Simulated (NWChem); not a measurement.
System: CH₄F₂Sn; SMILES [CH3][SnH]([F])[F]

NWChem input:

```
start job
memory heap 200 mb stack 900 mb global 1100 mb
geometry units angstroms noautosym nocenter noautoz
  Sn     0.000991    -0.061042     0.198873
  C     -0.026346     1.927112    -0.546153
  F     -1.496246    -1.002300    -0.588098
  F      1.529350    -0.957746    -0.580478
  H      0.003785    -0.467868     1.856059
  H     -0.842787     2.492566    -0.077178
  H      0.934736     2.414095    -0.332984
  H     -0.185216     1.879902    -1.631849
end
basis spherical
  * library def2-svpd
end
ecp
  Sn library def2-ecp
end
dft
  xc pbe0
  iterations 150
end
property
  response 1 0.0
end
task dft property
```

Excerpt of the output:

```
             Northwest Computational Chemistry Package (NWChem) 7.3.0
             --------------------------------------------------------

                             Geometry "geometry" -> ""
                             -------------------------

 Output coordinates in angstroms (scale by  1.889725989 to convert to a.u.)

  No.       Tag          Charge          X              Y              Z
 ---- ---------------- ---------- -------------- -------------- --------------
    1 Sn                  50.0000     0.00099100    -0.06104200     0.19887300
    2 C                    6.0000    -0.02634600     1.92711200    -0.54615300
    3 F                    9.0000    -1.49624600    -1.00230000    -0.58809800
    4 F                    9.0000     1.52935000    -0.95774600    -0.58047800
    5 H                    1.0000     0.00378500    -0.46786800     1.85605900
    6 H                    1.0000    -0.84278700     2.49256600    -0.07717800
    7 H                    1.0000     0.93473600     2.41409500    -0.33298400
    8 H                    1.0000    -0.18521600     1.87990200    -1.63184900

 Effective nuclear repulsion energy (a.u.)     419.3350425400

                                 NWChem DFT Module
                                 -----------------

 Summary of "ao basis" -> "ao basis" (spherical)
 ------------------------------------------------------------------------------
       Tag                 Description            Shells   Functions and Types
 ---------------- ------------------------------  ------  ---------------------
 Sn                        def2-svpd                12       32   5s4p3d
 C                         def2-svpd                 8       20   4s2p2d
 F                         def2-svpd                 9       23   4s3p2d
 H                         def2-svpd                 4        8   2s2p

            General Information
            -------------------
          SCF calculation type: DFT
          Wavefunction type:  closed shell.
          No. of atoms     :     8
          No. of electrons :    50
           Alpha electrons :    25
            Beta electrons :    25
          Charge           :     0
          Spin multiplicity:     1
          Use of symmetry is: off; symmetry adaption is: off
          Maximum number of iterations: 150
          AO basis - number of functions:   130
                     number of shells:    54
          Convergence on energy requested:  1.00D-06
          Convergence on density requested:  1.00D-05
          Convergence on gradient requested:  5.00D-04

              XC Information
              --------------
                         PBE0 Method XC Functional
                     Hartree-Fock (Exact) Exchange  0.250
          PerdewBurkeErnzerhof Exchange Functional  0.750
            Perdew 1991 LDA Correlation Functional  1.000 local
           PerdewBurkeErnz. Correlation Functional  1.000 non-local

             Grid Information
             ----------------
          Grid used for XC integration:  medium
          Radial quadrature: Mura-Knowles
          Angular quadrature: Lebedev.
          Tag              B.-S. Rad. Rad. Pts. Rad. Cut. Ang. Pts.
          ---              ---------- --------- --------- ---------
          Sn                  1.45      123          10.0       590
          C                   0.70       49          11.0       434
          F                   0.50       49          11.0       434
          H                   0.35       45          12.0       434
          Grid pruning is: on
          Number of quadrature shells:   450
          Spatial weights used:  Erf1

      Superposition of Atomic Density Guess
      -------------------------------------

 Sum of atomic energies:        -487.30934884

      Non-variational initial energy
      ------------------------------

 Total energy =    -452.207779
 1-e energy   =   -1133.561634
 2-e energy   =     466.860384
 HOMO         =      -0.360964
 LUMO         =      -0.015570

   convergence    iter        energy       DeltaE   RMS-Dens  Diis-err
 ---------------- ----- ----------------- --------- --------- ---------
 d= 0,ls=0.0,diis     1   -454.0171246910 -6.69D+02  1.57D-02  1.03D+00
 d= 0,ls=0.0,diis     2   -453.7718708319  2.45D-01  8.17D-03  4.19D+00
 d= 0,ls=0.0,diis     3   -454.1436972828 -3.72D-01  8.87D-04  5.46D-03
 d= 0,ls=0.0,diis     4   -454.1439856738 -2.88D-04  4.48D-04  3.21D-03
 d= 0,ls=0.0,diis     5   -454.1443825370 -3.97D-04  9.21D-05  1.77D-04
  Resetting Diis
 d= 0,ls=0.0,diis     6   -454.1444049594 -2.24D-05  2.34D-05  5.69D-06
 d= 0,ls=0.0,diis     7   -454.1444056364 -6.77D-07  8.01D-06  1.98D-07

         Total DFT energy =     -454.144405636434
      One electron energy =    -1136.201079130863
           Coulomb energy =      513.235421920015
    Exchange-Corr. energy =      -45.672219891191
 Nuclear repulsion energy =      214.493471465605

 Numeric. integr. density =       49.999976518398

                       DFT Final Molecular Orbital Analysis
                       ------------------------------------

[...]

 DFT Linear Response polarizability / au
 Frequency  =       0.0000000 / au
              X              Y              Z
 -----------------------------------------------
 X      45.1465915     -0.1388505      0.0655632
 Y      -0.1388508     54.9558135     -5.3165953
 Z       0.0655629     -5.3165539     48.7362719
 -----------------------------------------------
 Eigenvalues =      45.1444947     58.0071550     45.6870272
 Isotropic   =      49.6128923
 Anisotropic =      12.6001572
 -----------------------------------------------

 Magnetic Dipole Response Matrix (nonzero elements):

 Exiting AOResponse driver routine
```

Level: PBE0/def2-SVPD with def2 effective core potentials on Sn. All runs use the structure optimised with PBE0/def2-SVP. Not confirmed as a minimum by frequencies. def2 effective core potentials on Sn; no spin-orbit coupling.
